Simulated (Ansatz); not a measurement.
Geometry optimisation, RKS PBE0/6-31G (Ansatz 0.2.0).

Input file:

```yaml
crystal:
  periodic: [false, false, false]
  atoms:
    - { symbol: "N", position_ang: [-0.5498, -0.7102, 2.394] }
    - { symbol: C, position_ang: [0.0863, -0.5909, 1.0958] }
    - { symbol: O, position_ang: [-0.662, -1.1864, 0.0228] }
    - { symbol: Si, position_ang: [-0.5083, 0.4398, -0.3098] }
    - { symbol: Si, position_ang: [0.8249, 0.8923, -2.0248] }
    - { symbol: H, position_ang: [-0.2959, -1.4881, 2.8788] }
    - { symbol: H, position_ang: [-1.5696, -0.8171, 2.2263] }
    - { symbol: H, position_ang: [1.2079, -0.6698, 1.1117] }
    - { symbol: H, position_ang: [-1.9624, 0.9904, -0.1743] }
    - { symbol: H, position_ang: [0.9282, 2.371, -2.1963] }
    - { symbol: H, position_ang: [2.1903, 0.4038, -1.7142] }
    - { symbol: H, position_ang: [0.3875, 0.3099, -3.276] }
basis:
  gaussian: { orbitals: "6-31G" }
hamiltonian:
  xc: pbe0
relax:
  f_tol: 0.015
  max_steps: 40
```

Command:

```bash
$ ansatz run input.yaml --threads 1 --pin off --max-ram 2048MiB --backend cpu --events-out ev --progress --plain --runs-dir out
```

Problem. Where does it end, and by what steps?

Solution. It converged. Limits of this set-up: no polarisation functions. After 9 steps the energy has fallen by 1.014 eV; H7 moved furthest, 0.53 Å.

```
step  energy less start (eV)  largest force component (eV/Å)  accepted
   0                  0.0000                           5.119       yes
   1                 -0.8127                           2.198       yes
   2                 -0.9603                           0.660       yes
   3                 -0.9841                           0.524       yes
   4                 -0.9799                           0.400        no
   5                 -1.0085                           0.152       yes
   6                 -1.0130                           0.084       yes
   7                 -1.0141                           0.031       yes
   8                 -1.0144                           0.027       yes
   9                 -1.0144                           0.009       yes
```

```xyz
12
Properties=species:S:1:pos:R:3
N -0.587 -0.693 2.372
C 0.075 -0.698 1.149
O -0.504 -1.544 -0.001
Si -0.538 0.217 -0.381
Si 0.850 0.994 -2.098
H -0.399 -1.449 3.013
H -1.524 -0.327 2.416
H 1.141 -0.893 1.236
H -1.911 0.823 -0.283
H 0.883 2.497 -2.063
H 2.239 0.467 -1.883
H 0.353 0.551 -3.445
```

The run took 30 s on 1 thread of AMD EPYC 9R14 (Zen 4), on a shared host, peak memory 0.19 GiB.
